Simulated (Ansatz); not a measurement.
CH9GaSi2 (`[SiH3][SiH2][CH2][GaH2]`). Charge 0, multiplicity 1. Geometry: relaxed with PBE0-D4/def2-TZVP. It is one conformer, not always the lowest.

```xyz
13

Si   -0.465    0.880   -2.332
Si    0.365   -0.374   -0.539
C    -0.286    0.219    1.116
Ga    0.427   -0.881    2.584
H    -1.952    0.802   -2.365
H     0.063    0.387   -3.634
H    -0.079    2.310   -2.176
H     1.856   -0.309   -0.553
H     0.000   -1.807   -0.745
H    -1.377    0.161    1.100
H     0.011    1.263    1.250
H     1.788   -0.484    3.259
H    -0.352   -2.167    3.035
```

Question: What is the dipole moment at r2SCAN/def2-TZVPP? (Estimate.)

Answer: Computed: 0.92 D, with components (-0.53, 0.62, 0.43) D in this frame, pointing from negative to positive charge.

Question: And with PBE, B3LYP, ωB97M-V? (Estimate.)

Answer: The calculation gave: PBE 0.90 D, B3LYP 0.88 D, ωB97M-V 0.90 D.

Question: Give the Mulliken charges with r2SCAN, B3LYP, ωB97M-V in def2-TZVPP. (An estimate is asked.)

Answer: Ansatz gave: 
```json
{"atom": "Si1", "r2SCAN": "0.16", "B3LYP": "0.14", "ωB97M-V": "0.04"}
{"atom": "Si2", "r2SCAN": "0.21", "B3LYP": "0.21", "ωB97M-V": "0.13"}
{"atom": "C3", "r2SCAN": "-0.34", "B3LYP": "-0.35", "ωB97M-V": "-0.49"}
{"atom": "Ga4", "r2SCAN": "0.24", "B3LYP": "0.20", "ωB97M-V": "0.21"}
{"atom": "H5", "r2SCAN": "-0.07", "B3LYP": "-0.06", "ωB97M-V": "-0.02"}
{"atom": "H6", "r2SCAN": "-0.06", "B3LYP": "-0.06", "ωB97M-V": "-0.02"}
{"atom": "H7", "r2SCAN": "-0.07", "B3LYP": "-0.06", "ωB97M-V": "-0.02"}
{"atom": "H8", "r2SCAN": "-0.07", "B3LYP": "-0.07", "ωB97M-V": "-0.02"}
{"atom": "H9", "r2SCAN": "-0.07", "B3LYP": "-0.07", "ωB97M-V": "-0.02"}
{"atom": "H10", "r2SCAN": "0.10", "B3LYP": "0.11", "ωB97M-V": "0.14"}
{"atom": "H11", "r2SCAN": "0.10", "B3LYP": "0.11", "ωB97M-V": "0.14"}
{"atom": "H12", "r2SCAN": "-0.07", "B3LYP": "-0.06", "ωB97M-V": "-0.03"}
{"atom": "H13", "r2SCAN": "-0.07", "B3LYP": "-0.06", "ωB97M-V": "-0.03"}
```

B3LYP here is the variant with VWN-RPA as its local correlation; programs differ in this.
